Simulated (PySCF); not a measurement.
VOF₃, SMILES [F][V]([F])([F])=[O], multiplicity 1. Atoms are numbered in the order given.

```xyz
5

V      0.0000     0.0000    -0.0387
O      0.0000     0.0000    -1.5841
F     -1.4034     0.8102     0.5023
F      1.4034     0.8102     0.5023
F      0.0000    -1.6205     0.5023
```

Geometry optimised at B3LYP-D3(BJ)/def2-SVP. The multiplicity is an assumed one; other spin states were not compared.

All values below come from PBE/pcSseg-1 in PySCF.

GIAO shieldings, no solvent; atoms alike by connectivity are averaged. δ = σ(ref) − σ: ¹⁷O against H2O (σ = 334.3 ppm); ¹⁹F against CFCl3 (σ = 133.6 ppm), references at their B3LYP-D3(BJ)/def2-TZVP geometries, non-relativistic.

```
nucleus       atoms  count  δ (ppm)
-------  ----------  -----  -------
¹⁷O              O2      1   1188.8
¹⁹F      F3, F4, F5      3    337.1
```
